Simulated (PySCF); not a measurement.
Ga(Me)2(Cl) (C₂H₆ClGa), SMILES [CH3][Ga]([CH3])[Cl]. The structure is a stationary point at B3LYP-D3(BJ)/def2-SVP. The isomer is the one that the SMILES or the coordinates give; other isomers of the formula were not compared.

### Question
Give the equilibrium geometry at B3LYP-D3(BJ)/def2-SVP (PySCF confirms it by a frequency run) as bond lengths and angles, and its point group. (The exact figures need the calculation; the answer reports its results.)

### Answer
point group C2.
Atoms: Ga1 C2 H3 H4 H5 C6 H7 H8 H9 Cl10. Bonded distances (Å): Ga1–C2 1.968, Ga1–C6 1.968, Ga1–Cl10 2.192, C2–H3 1.102, C2–H4 1.100, C2–H5 1.102, C6–H7 1.102, C6–H8 1.102, C6–H9 1.100. Angles (°): C2–Ga1–C6 132.4, C2–Ga1–Cl10 113.8, C6–Ga1–Cl10 113.8, Ga1–C2–H3 109.4, Ga1–C2–H4 112.3, Ga1–C2–H5 109.3, H3–C2–H4 109.1, H3–C2–H5 107.4, H4–C2–H5 109.1, Ga1–C6–H7 109.3, Ga1–C6–H8 109.4, Ga1–C6–H9 112.3, H7–C6–H8 107.4, H7–C6–H9 109.1, H8–C6–H9 109.1.
Charge 0, spin multiplicity 1.
